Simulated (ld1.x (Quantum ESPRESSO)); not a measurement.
## An odd input for ld1.x (Quantum ESPRESSO) 7.5 (Ga (Z = 31))

Command:

```bash
ld1.x < Ga.in > Ga.out
```

Input:

```
&input
   title='Ga', zed=31., rel=1, dft='PBE', iswitch=3,
   config='[Ar] 3d10 4s2 4p1 4d-2',
   nld=3, rlderiv=2.40, eminld=-3.0, emaxld=5.0, deld=0.02
 /
 &inputp
   pseudotype=3, tm=.true., lloc=-1, rcloc=2.10,
   nlcc=.true., new_core_ps=.true.,
   file_pseudopw='Ga.UPF', file_wfcaegen='ae.wfc', file_wfcncgen='nc.wfc', file_beta='beta', file_chi='chi', file_wfcusgen='us.wfc'
 /
7
4S  1  0   2.00   0.00  1.50  1.80  0.0
4S  1  0   0.00   1.70  1.50  1.80  0.0
4P  2  1   1.00   0.00  1.95  2.20  0.0
4P  2  1   0.00   0.10  1.95  2.20  0.0
4D  3  2  -2.00   0.20  1.55  2.00  0.0
4D  3  2  -2.00   0.95  1.55  2.00  0.0
 &test
   configts(1)='4s2 4p1'
 /
```

This is an input that runs to its end, with one change: count of waves off by +1. The unchanged file is no sound one. Note: ghost state, extra bound levels that the all-electron valence spectrum of the same l lacks: d at -3.1 eV. A true bound ghost makes a file unfit for plane-wave use.

How does the run end?

The program refuses the input: "read_psconfig: reading pseudo wavefunctions configuration".

```
Program LD1 v.7.5

 %%%%%%%%%%%%%%%%%%%%%%%%%%%%%%%%%%%%%%%%%%%%%%%%%%%%%%%%%%%%%%%%%%%%%%%%%%%%%%
     Error in routine read_psconfig (5010):
     reading pseudo wavefunctions configuration
 %%%%%%%%%%%%%%%%%%%%%%%%%%%%%%%%%%%%%%%%%%%%%%%%%%%%%%%%%%%%%%%%%%%%%%%%%%%%%%

     stopping ...
```
